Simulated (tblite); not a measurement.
Compound: C5H9FS (charge +1 and doublet state).
Z-matrix (Å and degrees, GFN2-xTB geometry), rows numbered from 1:
```
C 
C   1  1.5044
C   2  1.5257  1  113.77
C   3  1.5028  2  111.11  1   156.70
F   4  1.3334  3  114.27  2  -165.68
C   4  1.4768  3  124.38  2    40.17
S   6  1.8035  4   69.01  3  -102.22
H   1  1.0890  2  111.88  3   -56.69
H   1  1.0937  2  110.00  3    61.46
H   1  1.0868  2  111.23  3  -179.36
H   2  1.0940  1  110.58  3  -126.31
H   2  1.1206  1  108.89  3   118.81
H   3  1.0938  2  110.59  1    36.86
H   3  1.0948  2  111.17  1   -81.76
H   6  1.0834  4  119.92  7   108.76
H   6  1.0867  4  117.68  7  -106.68
```

The geometry is computed with GFN2-xTB (gas phase). This method treats the open shell by occupation alone, without spin polarisation.

Take the most abundant isotopes and a rigid rotor. The values belong to one conformer with, in the numbering `[CH3:1][CH2:2][CH2:3][C@:4]1([F:5])[CH2:6][S+:7]1`, C1–C2–C3–C4 157°, C2–C3–C4–F5 -166°.

Q: What are A, B and C (MHz)?

A: Ia = 149.75, Ib = 340.11, Ic = 413.40 u·Å²; 505379 MHz·u·Å²/I gives A = 3375, B = 1486, C = 1222 MHz.

Q: Classify the top.

A: An asymmetric top; Ray's κ = -0.755.

Q: What does the inertial defect say?

A: Not planar: Δ = Ic − Ia − Ib = -76.46 u·Å². For a rigid frame Δ = −2 Σ m c², so Σ m c² = 38.23 u·Å² lies off the ab plane: 11.25 from hydrogen and 26.98 from heavier atoms. The atom farthest from that plane is 1.96 Å away.

Q: Where do the levels up to J = 2 lie, in MHz?

A: Above 0(0,0):
J = 1: 1(0,1) 2708, 1(1,1) 4597, 1(1,0) 4861
J = 2: 2(0,2) 8100, 2(1,2) 9751, 2(1,1) 10541, 2(2,1) 16208, 2(2,0) 16233
Those of J = 1 are B + C, A + C and A + B.

Q: Estimate the classical rotational partition function at 25 K, 100 K and 298.15 K.

A: Point group C1, symmetry number σ = 1; q = (√π/σ)·√((kT/h)³/(ABC)), k/h = 20836.6 MHz/K: 8510 at 25 K, 68100 at 100 K, 351000 at 298.15 K.

For this open shell read J as N, the rotation without spin; fine and hyperfine splittings come on top. Its GFN2-xTB frequencies are all real (lowest 90 cm⁻¹). Constants of a rigid frame at the computed geometry: no zero-point averaging, no centrifugal distortion.

The run took 0.51 s wall on one thread of an Arm Neoverse V1, no GPU, shared host with 32 logical CPUs at a one-minute load of 36. This is the geometry optimisation.
